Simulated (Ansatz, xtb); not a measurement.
**LiNO2: which of two structures lies lower**

Structure a is a singlet given by its coordinates and structure b is a singlet given by its coordinates. Both are isolated molecules in the gas phase, relaxed with PBE0-D3(BJ)/def2-SVP.

a (Å):

```xyz
4

Li   -1.4013   -0.4874    0.7397
N     0.4843   -0.5097   -0.4542
O    -0.4909    0.2252   -0.7291
O     0.3034   -1.2309    0.5525
```

Close contacts (Å): Li1–N2 2.23, Li1–O3 1.87, Li1–O4 1.87, N2–O3 1.25, N2–O4 1.25.

b (Å):

```json
{"atom": "Li", "x (Å)": "1.1734", "y (Å)": "-1.2947", "z (Å)": "-0.0292"}
{"atom": "N", "x (Å)": "-0.1109", "y (Å)": "-0.2892", "z (Å)": "0.8896"}
{"atom": "O", "x (Å)": "-0.0082", "y (Å)": "-0.0413", "z (Å)": "-0.3658"}
{"atom": "O", "x (Å)": "-0.9086", "y (Å)": "0.3112", "z (Å)": "1.5466"}
```

Close contacts (Å): Li1–N2 1.87, Li1–O3 1.76, N2–O3 1.28, N2–O4 1.20.

Task: Estimate which is lower in electronic energy at CCSD(T)/def2-TZVPP, and by roughly how much.

Result: The CCSD(T)/def2-TZVPP calculation puts structure a lower, by 9.2 kcal/mol.

The same difference at several levels:

```
               level              geometry  E(b) − E(a) (kcal/mol)  departure from the last row (kcal/mol)  job, with rough time for the two
            GFN2-xTB              GFN2-xTB                     +23.4                                   +14.2              optimisation, 0.48 s
           HF/STO-3G              GFN2-xTB                     +18.9                                    +9.7               single point, 0.8 s
  r2SCAN-D4/def2-SVP              GFN2-xTB                      +6.7                                    −2.5               single point, 6.8 s
PBE0-D3(BJ)/def2-SVP  PBE0-D3(BJ)/def2-SVP                      +8.1                                    −1.1                optimisation, 32 s
       HF/def2-TZVPP  PBE0-D3(BJ)/def2-SVP                     +12.3                                    +3.1           part of the CCSD(T) run
      MP2/def2-TZVPP  PBE0-D3(BJ)/def2-SVP                      +7.5                                    −1.7           part of the CCSD(T) run
  CCSD(T)/def2-TZVPP  PBE0-D3(BJ)/def2-SVP                      +9.2                                                        single point, 50 s
```

The levels shown agree on the order. The largest departure from CCSD(T)/def2-TZVPP is that of GFN2-xTB, 14.2 kcal/mol.

With harmonic frequencies from PBE0-D3(BJ)/def2-SVP (ideal gas, rigid rotor, one conformer each, 298.15 K, 1 atm): the zero-point term adds +0.3 kcal/mol; ΔH is +9.5 and ΔG +9.2 kcal/mol.

The T1 diagnostic of structures a and b is large, so the coupled-cluster value is less sure. The correlated steps freeze 3 core orbitals; the last core shell of Li is correlated, in a basis made for valence electrons. Programs: Ansatz 0.2.0, xtb 6.7.1; the last row on 1 thread of AMD EPYC (Zen 3) on a shared host.
